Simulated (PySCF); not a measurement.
A species of formula C4H2F2O2 has this rotational fingerprint, computed with PBE0/def2-SVPD in PySCF (dipole) on a GFN2-xTB geometry, gas phase:

| Quantity | Value |
| --- | --- |
| Rotational constants | A = 3070, B = 2427, C = 1356 MHz |
| Dipole components | \|μa\| = 2.79 D, \|μb\| = 0.00 D, \|μc\| = 0.00 D |
| Inertial defect | 0.00 u·Å² |
| κ | 0.25 |

Problem. Which candidate fits, each taken in the one conformer that was computed?
A. `FC1OC=C(OC=1)F`
B. `O=C1OCC(F)=C1F`
C. `FC1=COC=C(F)O1`
D. `FC1=C(F)OC=CO1`

Solution. D. It is FC1=C(F)OC=CO1, an asymmetric top, point group C2v. The candidates at the same level (rigid rotor, commonest isotopes):

| SMILES | A (MHz) | B (MHz) | C (MHz) | μa (D) | μb (D) | μc (D) | Δ (u·Å²) | point group | rotor |
| --- | --- | --- | --- | --- | --- | --- | --- | --- | --- |
| FC1=COC=C(F)O1 | 3531 | 1941 | 1252 | 0.00 | 1.51 | 0.00 | 0.00 | C2v | asymmetric top |
| FC1=COC(F)=CO1 | 5613 | 1514 | 1192 | 0.00 | 0.00 | 0.00 | 0.00 | C2h | asymmetric top |
| FC1=C(F)OC=CO1 | 3070 | 2427 | 1356 | 2.79 | 0.00 | 0.00 | 0.00 | C2v | asymmetric top |
| O=C1OCC(F)=C1F | 3232 | 2059 | 1268 | 3.46 | 2.26 | 0.00 | -3.20 | Cs | asymmetric top |

`FC1=COC(F)=CO1` has A 83 % too high; `FC1=COC=C(F)O1` has B 20 % too low; `O=C1OCC(F)=C1F` has B 15 % too low. In the right answer the symmetry axis of this C2v structure is a, so μb and μc vanish by symmetry. No structure here is proved a minimum.
